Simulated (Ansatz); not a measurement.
`[CH3][SnH2][SiH2]S` + CH₃SH → `C[S][SnH2][CH3]` + `[SiH3]S`  (cleavage of the Sn–Si bond)

Isolated molecules relaxed with PBE0-D4/def2-TZVP in Ansatz; ΔE leaves out vibrations. CBS: MP2 limit from def2 TZ/QZ plus the TZ coupled-cluster correction, frozen cores. This one scheme is used for every species. Functionals use def2-TZVPP. B3LYP here is the variant with VWN-RPA as its local correlation; programs differ in this. def2 core potentials past Kr. For Sn outer-core shells are correlated without core-valence functions, which leaves a few kJ/mol of doubt a bond. Each species was taken in one conformer, which may not be the lowest.

`[CH3][SnH2][SiH2]S`:

Cartesian coordinates in Å:
```
C 1.037 -0.749 -1.636
Sn -0.835 -0.232 -0.731
Si -0.407 1.229 1.333
S 0.827 0.166 2.735
H 1.509 0.143 -2.047
H 0.878 -1.471 -2.436
H 1.694 -1.185 -0.883
H -1.631 -1.663 -0.224
H -1.841 0.555 -1.873
H 0.407 2.425 0.989
H -1.668 1.696 1.972
H 0.030 -0.914 2.800
```

CH₃SH:

Z-matrix (Å, degrees):
```
C
S 1 1.806
H 1 1.089 2 111.5
H 1 1.089 2 111.5 3 -123.8
H 1 1.090 2 106.2 3 118.1
H 2 1.342 1 97.1 3 61.9
```

`C[S][SnH2][CH3]`:

```xyz
12

C     0.861    1.089    1.671
S    -0.832    1.411    1.096
Sn   -0.712    0.403   -1.079
C    -0.371   -1.698   -0.869
H     1.059    0.021    1.765
H     1.601    1.546    1.014
H     0.948    1.543    2.659
H     0.588    1.130   -1.927
H    -2.206    0.737   -1.834
H    -1.172   -2.138   -0.276
H     0.582   -1.871   -0.369
H    -0.346   -2.173   -1.851
```

`[SiH3]S`:

```xyz
6

Si   -0.484   -0.210   -0.022
S     1.443    0.368   -0.745
H    -0.380   -1.176    1.101
H    -1.148   -0.851   -1.182
H    -1.273    0.965    0.428
H     1.843    0.904    0.421
```

```
             level  ΔE (kJ/mol)  difference from CCSD(T)/CBS
            PBE-D4        -23.3                          9.8
         r2SCAN-D4        -30.1                          3.0
           PBE0-D4        -25.0                          8.1
          B3LYP-D4        -30.9                          2.2
           ωB97X-V        -31.7                          1.4
           ωB97M-V        -31.9                          1.2
            B2PLYP        -33.3                         -0.2
               PBE        -23.2                          9.9
            r2SCAN        -30.2                          2.9
              PBE0        -25.2                          7.9
             B3LYP        -30.9                          2.2
     HF/def2-TZVPP        -41.6                         -8.5
    MP2/def2-TZVPP        -35.6                         -2.5
SCS-MP2/def2-TZVPP        -37.0                         -3.9
   CCSD/def2-TZVPP        -31.1                          2.0
CCSD(T)/def2-TZVPP        -31.2                          1.9
     HF/def2-QZVPP        -42.5                         -9.4
    MP2/def2-QZVPP        -37.0                         -3.9
SCS-MP2/def2-QZVPP        -38.4                         -5.3
      HF/CBS(def2)        -42.6                         -9.5
     MP2/CBS(def2)        -37.5                         -4.4
    CCSD/CBS(def2)        -33.0                          0.1
       CCSD(T)/CBS        -33.1                            0
```

Largest T1 diagnostic among the species: 0.012.

In def2-TZVPP, CCSD(T) changes the Hartree–Fock value by +10.4 kJ/mol (the triples alone add −0.1 kJ/mol) and MP2 by +6.0 kJ/mol.
